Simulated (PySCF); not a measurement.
B(H)(Cl)2, SMILES ClBCl, B3LYP/def2-SVP optimised geometry.

```
4

B     -0.43     0.23     0.00
H     -1.02     1.27     0.00
Cl    -1.32    -1.27     0.00
Cl     1.32     0.23     0.00
```

Density from B3LYP/def2-TZVP (PySCF) at that geometry.

Minimum of the electron density along straight lines between bonded atoms, close to the bond critical point (lines longer than 1.1 times the sum of covalent radii, or with two minima, are not listed):

```csv
bond,length / Å,ρ at the minimum / e bohr⁻³,∇²ρ there / e bohr⁻⁵,position (fraction from the first atom)
B1–H2,1.197,0.195,-0.52,0.44
B1–Cl3,1.747,0.154,-0.03,0.30
B1–Cl4,1.747,0.154,-0.03,0.30
```
